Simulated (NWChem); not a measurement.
System: GaH2O2F; SMILES [Ga]([OH])([F])[OH]

```xyz
6

Ga    -0.0057     0.0126     0.0000
F     -1.4178    -1.0108     0.0000
O     -0.2468     1.7589     0.0000
H      0.5812     2.2514     0.0000
O      1.5958    -0.7393     0.0000
H      1.5643    -1.7023     0.0000
```
Atoms are numbered in this order, from 1.

Computed with NWChem. Structure relaxed at the PBE0/def2-SVP level. Total energies compare along this basis series because the functional is fixed.

```tsv
level	basis functions	energy (Ha)	highest occupied level (eV)	orbital gap (eV)	dipole (D)
Hartree-Fock/pcseg-1	79	-2173.3480	-13.94	[?]	2.14
Hartree-Fock/aug-pcseg-1	123	-2173.3752	-13.87	14.42	1.96
Hartree-Fock/pcseg-2	161	-2173.7983	-13.83	15.47	2.02
Hartree-Fock/STO-3G	35	-2147.7908	-7.96	14.51	1.21
Hartree-Fock/def2-SVP	84	-2173.2291	-13.69	15.75	2.13
```

**Question.** Complete the blanks.

**Answer.** 
- Hartree-Fock/pcseg-1, orbital gap (eV): 15.86
